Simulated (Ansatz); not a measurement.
**Molecular dynamics of CH8GeS**

input.yaml

```yaml
crystal:
  periodic: [false, false, false]
  atoms:
    - { symbol: Ge, position_ang: [-0.218928, 1.112894, 0.384263] }
    - { symbol: S, position_ang: [2.096233, -0.270824, 0.742649] }
    - { symbol: H, position_ang: [-1.687689, 1.370435, -0.130404] }
    - { symbol: H, position_ang: [-0.350428, 1.108607, 1.929212] }
    - { symbol: H, position_ang: [0.666826, 2.180493, -0.297926] }
    - { symbol: H, position_ang: [0.615105, -0.596537, -0.196441] }
    - { symbol: C, position_ang: [-0.522184, -0.812642, -0.877921] }
    - { symbol: H, position_ang: [1.586234, -0.986362, 1.784706] }
    - { symbol: H, position_ang: [-1.449482, -1.115909, -0.356713] }
    - { symbol: H, position_ang: [0.012611, -1.742332, -1.179437] }
    - { symbol: H, position_ang: [-0.748396, -0.247826, -1.801889] }
basis:
  gaussian: { orbitals: def2-SVP }
hamiltonian:
  xc: pbe
md:
  timestep: 0.5
  n_steps: 200
  ensemble: nve
  temperature: 100.0
  initial_velocities: maxwell_boltzmann
  seed: 3260
```

Command:

```bash
$ ansatz run input.yaml --threads 2 --pin off --max-ram 3072MiB --backend cpu --events-out ev --progress --plain --runs-dir out
```

It starts at the highest image of a converged band. Of that band: Neighbouring images differ by up to 2.7 eV, so the band resolves the path poorly. A vibrational analysis at the climbing image gives one clearly imaginary mode, 1190i cm⁻¹: a first-order saddle point.

Output, in part (one step line in 4, the closing report, with atoms numbered from 0):

```
md step     0: t =     0.00 fs  T =   100.0 K  F+E_penalty+E_count = -68492.06680034 eV  E_kin = 0.116334 eV  conserved = -68491.95046634 eV  (27 SCF iters)
md step     4: t =     2.00 fs  T =    86.1 K  F+E_penalty+E_count = -68492.05044746 eV  E_kin = 0.100203 eV  conserved = -68491.95024410 eV  (32 SCF iters)
md step     8: t =     4.00 fs  T =    77.0 K  F+E_penalty+E_count = -68492.03974252 eV  E_kin = 0.089521 eV  conserved = -68491.95022185 eV  (31 SCF iters)
md step    12: t =     6.00 fs  T =    78.4 K  F+E_penalty+E_count = -68492.04154150 eV  E_kin = 0.091180 eV  conserved = -68491.95036178 eV  (31 SCF iters)
md step    16: t =     8.00 fs  T =    73.4 K  F+E_penalty+E_count = -68492.03556609 eV  E_kin = 0.085437 eV  conserved = -68491.95012920 eV  (30 SCF iters)
md step    20: t =    10.00 fs  T =    95.1 K  F+E_penalty+E_count = -68492.06086365 eV  E_kin = 0.110601 eV  conserved = -68491.95026302 eV  (28 SCF iters)
md step    24: t =    12.00 fs  T =   125.5 K  F+E_penalty+E_count = -68492.09638554 eV  E_kin = 0.146023 eV  conserved = -68491.95036284 eV  (29 SCF iters)
md step    28: t =    14.00 fs  T =   149.2 K  F+E_penalty+E_count = -68492.12385399 eV  E_kin = 0.173628 eV  conserved = -68491.95022586 eV  (30 SCF iters)
md step    32: t =    16.00 fs  T =   190.0 K  F+E_penalty+E_count = -68492.17137984 eV  E_kin = 0.221057 eV  conserved = -68491.95032240 eV  (29 SCF iters)
md step    36: t =    18.00 fs  T =   239.8 K  F+E_penalty+E_count = -68492.22920389 eV  E_kin = 0.278938 eV  conserved = -68491.95026580 eV  (30 SCF iters)
md step    40: t =    20.00 fs  T =   310.5 K  F+E_penalty+E_count = -68492.31135360 eV  E_kin = 0.361194 eV  conserved = -68491.95015938 eV  (29 SCF iters)
md step    44: t =    22.00 fs  T =   416.7 K  F+E_penalty+E_count = -68492.43505534 eV  E_kin = 0.484714 eV  conserved = -68491.95034119 eV  (28 SCF iters)
md step    48: t =    24.00 fs  T =   534.9 K  F+E_penalty+E_count = -68492.57241576 eV  E_kin = 0.622216 eV  conserved = -68491.95019986 eV  (29 SCF iters)
md step    52: t =    26.00 fs  T =   683.9 K  F+E_penalty+E_count = -68492.74585439 eV  E_kin = 0.795601 eV  conserved = -68491.95025340 eV  (29 SCF iters)
md step    56: t =    28.00 fs  T =   855.0 K  F+E_penalty+E_count = -68492.94508187 eV  E_kin = 0.994656 eV  conserved = -68491.95042597 eV  (28 SCF iters)
md step    60: t =    30.00 fs  T =  1023.7 K  F+E_penalty+E_count = -68493.14115240 eV  E_kin = 1.190930 eV  conserved = -68491.95022213 eV  (28 SCF iters)
md step    64: t =    32.00 fs  T =  1215.2 K  F+E_penalty+E_count = -68493.36412748 eV  E_kin = 1.413714 eV  conserved = -68491.95041312 eV  (28 SCF iters)
md step    68: t =    34.00 fs  T =  1400.2 K  F+E_penalty+E_count = -68493.57943172 eV  E_kin = 1.628924 eV  conserved = -68491.95050728 eV  (28 SCF iters)
md step    72: t =    36.00 fs  T =  1565.0 K  F+E_penalty+E_count = -68493.77092121 eV  E_kin = 1.820641 eV  conserved = -68491.95027982 eV  (28 SCF iters)
md step    76: t =    38.00 fs  T =  1744.0 K  F+E_penalty+E_count = -68493.97928391 eV  E_kin = 2.028809 eV  conserved = -68491.95047461 eV  (27 SCF iters)
md step    80: t =    40.00 fs  T =  1907.6 K  F+E_penalty+E_count = -68494.16971222 eV  E_kin = 2.219165 eV  conserved = -68491.95054690 eV  (27 SCF iters)
md step    84: t =    42.00 fs  T =  2043.7 K  F+E_penalty+E_count = -68494.32783561 eV  E_kin = 2.377479 eV  conserved = -68491.95035707 eV  (27 SCF iters)
md step    88: t =    44.00 fs  T =  2175.5 K  F+E_penalty+E_count = -68494.48147923 eV  E_kin = 2.530833 eV  conserved = -68491.95064604 eV  (28 SCF iters)
md step    92: t =    46.00 fs  T =  2262.4 K  F+E_penalty+E_count = -68494.58245887 eV  E_kin = 2.631886 eV  conserved = -68491.95057244 eV  (28 SCF iters)
md step    96: t =    48.00 fs  T =  2314.7 K  F+E_penalty+E_count = -68494.64314586 eV  E_kin = 2.692737 eV  conserved = -68491.95040862 eV  (28 SCF iters)
md step   100: t =    50.00 fs  T =  2357.5 K  F+E_penalty+E_count = -68494.69323774 eV  E_kin = 2.742575 eV  conserved = -68491.95066261 eV  (28 SCF iters)
md step   104: t =    52.00 fs  T =  2353.3 K  F+E_penalty+E_count = -68494.68817185 eV  E_kin = 2.737647 eV  conserved = -68491.95052527 eV  (27 SCF iters)
md step   108: t =    54.00 fs  T =  2322.0 K  F+E_penalty+E_count = -68494.65173358 eV  E_kin = 2.701294 eV  conserved = -68491.95043945 eV  (28 SCF iters)
md step   112: t =    56.00 fs  T =  2274.8 K  F+E_penalty+E_count = -68494.59705044 eV  E_kin = 2.646331 eV  conserved = -68491.95071918 eV  (28 SCF iters)
md step   116: t =    58.00 fs  T =  2177.7 K  F+E_penalty+E_count = -68494.48371701 eV  E_kin = 2.533351 eV  conserved = -68491.95036578 eV  (28 SCF iters)
md step   120: t =    60.00 fs  T =  2087.7 K  F+E_penalty+E_count = -68494.37903671 eV  E_kin = 2.428754 eV  conserved = -68491.95028302 eV  (28 SCF iters)
md step   124: t =    62.00 fs  T =  2023.5 K  F+E_penalty+E_count = -68494.30443931 eV  E_kin = 2.353984 eV  conserved = -68491.95045529 eV  (28 SCF iters)
md step   128: t =    64.00 fs  T =  1964.9 K  F+E_penalty+E_count = -68494.23589439 eV  E_kin = 2.285793 eV  conserved = -68491.95010168 eV  (28 SCF iters)
md step   132: t =    66.00 fs  T =  1960.2 K  F+E_penalty+E_count = -68494.23072494 eV  E_kin = 2.280403 eV  conserved = -68491.95032217 eV  (28 SCF iters)
md step   136: t =    68.00 fs  T =  1978.5 K  F+E_penalty+E_count = -68494.25208687 eV  E_kin = 2.301650 eV  conserved = -68491.95043695 eV  (28 SCF iters)
md step   140: t =    70.00 fs  T =  2000.6 K  F+E_penalty+E_count = -68494.27757247 eV  E_kin = 2.327417 eV  conserved = -68491.95015558 eV  (28 SCF iters)
md step   144: t =    72.00 fs  T =  2067.9 K  F+E_penalty+E_count = -68494.35603745 eV  E_kin = 2.405615 eV  conserved = -68491.95042216 eV  (28 SCF iters)
md step   148: t =    74.00 fs  T =  2139.6 K  F+E_penalty+E_count = -68494.43957300 eV  E_kin = 2.489118 eV  conserved = -68491.95045481 eV  (28 SCF iters)
md step   152: t =    76.00 fs  T =  2210.3 K  F+E_penalty+E_count = -68494.52159102 eV  E_kin = 2.571331 eV  conserved = -68491.95026044 eV  (28 SCF iters)
md step   156: t =    78.00 fs  T =  2297.8 K  F+E_penalty+E_count = -68494.62380151 eV  E_kin = 2.673076 eV  conserved = -68491.95072513 eV  (28 SCF iters)
md step   160: t =    80.00 fs  T =  2334.7 K  F+E_penalty+E_count = -68494.66652153 eV  E_kin = 2.716021 eV  conserved = -68491.95050047 eV  (27 SCF iters)
md step   164: t =    82.00 fs  T =  2349.2 K  F+E_penalty+E_count = -68494.68331558 eV  E_kin = 2.732925 eV  conserved = -68491.95039080 eV  (28 SCF iters)
md step   168: t =    84.00 fs  T =  2358.0 K  F+E_penalty+E_count = -68494.69382397 eV  E_kin = 2.743136 eV  conserved = -68491.95068805 eV  (27 SCF iters)
md step   172: t =    86.00 fs  T =  2320.3 K  F+E_penalty+E_count = -68494.64965613 eV  E_kin = 2.699335 eV  conserved = -68491.95032070 eV  (27 SCF iters)
md step   176: t =    88.00 fs  T =  2287.3 K  F+E_penalty+E_count = -68494.61137795 eV  E_kin = 2.660932 eV  conserved = -68491.95044581 eV  (27 SCF iters)
md step   180: t =    90.00 fs  T =  2241.7 K  F+E_penalty+E_count = -68494.55854203 eV  E_kin = 2.607910 eV  conserved = -68491.95063217 eV  (27 SCF iters)
md step   184: t =    92.00 fs  T =  2158.1 K  F+E_penalty+E_count = -68494.46081785 eV  E_kin = 2.510650 eV  conserved = -68491.95016767 eV  (27 SCF iters)
md step   188: t =    94.00 fs  T =  2108.8 K  F+E_penalty+E_count = -68494.40361895 eV  E_kin = 2.453294 eV  conserved = -68491.95032473 eV  (27 SCF iters)
md step   192: t =    96.00 fs  T =  2073.7 K  F+E_penalty+E_count = -68494.36279972 eV  E_kin = 2.412365 eV  conserved = -68491.95043446 eV  (27 SCF iters)
md step   196: t =    98.00 fs  T =  2039.7 K  F+E_penalty+E_count = -68494.32297620 eV  E_kin = 2.372907 eV  conserved = -68491.95006899 eV  (27 SCF iters)
md step   200: t =   100.00 fs  T =  2051.8 K  F+E_penalty+E_count = -68494.33749952 eV  E_kin = 2.386961 eV  conserved = -68491.95053817 eV  (25 SCF iters)
Total energy: -68494.33754509 eV, -2517.1204776524 hartree
Atom 0 at     0.037987     1.480172     0.760032 Å, force     2.219105    -1.030903    -0.233324 eV/Å
Atom 1 at     2.040164     0.001730     0.962922 Å, force    -1.339535     0.658931    -0.005590 eV/Å
Atom 2 at    -0.934791     1.276613     1.922069 Å, force    -0.180073    -0.013288     0.137776 eV/Å
Atom 3 at     0.943024     2.732001     0.824243 Å, force    -0.403703     0.289307     0.062595 eV/Å
Atom 4 at    -0.537798     1.323443    -0.675529 Å, force    -0.142875    -0.076477     0.208881 eV/Å
Atom 5 at    -0.548723    -3.109186    -3.399958 Å, force     0.245899    -0.066326     0.073077 eV/Å
Atom 6 at    -1.595942    -3.098268    -3.062952 Å, force     0.114132    -0.049926    -0.060530 eV/Å
Atom 7 at     1.589829    -0.906837     1.884639 Å, force    -0.153910     0.170140    -0.172011 eV/Å
Atom 8 at    -1.795895    -3.950343    -2.390802 Å, force    -0.038121    -0.177093    -0.151835 eV/Å
Atom 9 at    -2.228690    -3.112073    -3.964900 Å, force    -0.245507    -0.110040     0.025858 eV/Å
Atom 10 at    -1.775928    -2.180680    -2.493915 Å, force    -0.075413     0.405676     0.115101 eV/Å
Dipole moment:    -0.440307     0.129063     0.109064 e Å
```

The run went to its last step. The conserved energy stayed within 0.036 meV per atom of its start (net change -0.0065 meV per atom), so the integration is sound. The system heated up, since it started high on the potential surface and ran downhill. A run of 0.1 ps of so small a system gives no equilibrium averages. The orbitals stay closed-shell, which can raise the energy where a bond breaks towards radicals; this wasn't checked here.

The step under study would form Ge1–C7, S2–H6 and break Ge1–S2, H6–C7. These pairs go: Ge1–C7 2.32 → 6.18 Å, S2–H6 1.78 → 5.95 Å, Ge1–S2 2.72 → 2.50 Å, H6–C7 1.34 → 1.10 Å. In the last frame they stand as before the step (other bonds may differ from the relaxed reactants and products). It ends as CH4 + GeH4S. Pairs count as bonded within 1.25 times the sum of covalent radii (0.12 Å more for H–H).

Last frame:

```xyz
11
Properties=species:S:1:pos:R:3
Ge 0.038 1.480 0.760
S 2.040 0.002 0.963
H -0.935 1.277 1.922
H 0.943 2.732 0.824
H -0.538 1.323 -0.675
H -0.549 -3.109 -3.400
C -1.596 -3.098 -3.063
H 1.590 -0.907 1.885
H -1.796 -3.950 -2.391
H -2.229 -3.112 -3.965
H -1.776 -2.181 -2.494
```

Time of the run: 5.7 min on 2 threads of Arm Neoverse V1, on a shared host, peak memory 0.14 GiB.
